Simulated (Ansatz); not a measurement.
Computed with Ansatz on PBE0-D4/def2-TZVP structures; ΔE is electronic, products minus reactants. CCSD(T)/CBS is the MP2 limit (def2-TZVPP, def2-QZVPP) plus CCSD(T) − MP2 in def2-TZVPP, frozen cores. Elements past krypton have def2 core potentials. For Sn outer-core shells are correlated without core-valence functions, which leaves a few kJ/mol of doubt a bond. One conformer a species, not always the lowest.

Consider the formal exchange of groups at a C–O bond: `C[O][Sn]([OH])([F])[Cl]` + `CNCO` → `CNC(C)O` + `[OH][Sn]([OH])([F])[Cl]`.

```tsv
species	CCSD(T)/CBS(def2) energy (Eh)
`C[O][Sn]([OH])([F])[Cl]`	-964.50946
`CNCO`	-210.17507
`CNC(C)O`	-249.44247
`[OH][Sn]([OH])([F])[Cl]`	-925.27059
```

(1) Work out ΔE.

Largest T1 diagnostic among the species: 0.014.

## Answers

(1) ΔE = (-249.44247) + (-925.27059) − (-964.50946) − (-210.17507) = -0.02853 Eh = -17.9 kcal/mol.

From PBE to PBE0 (25 % exact exchange), in def2-TZVPP and without D4, ΔE moves by −0.8 kcal/mol. In def2-TZVPP, CCSD(T) changes the Hartree–Fock value by −3.4 kcal/mol (the triples alone add −0.3 kcal/mol) and MP2 by −4.6 kcal/mol.
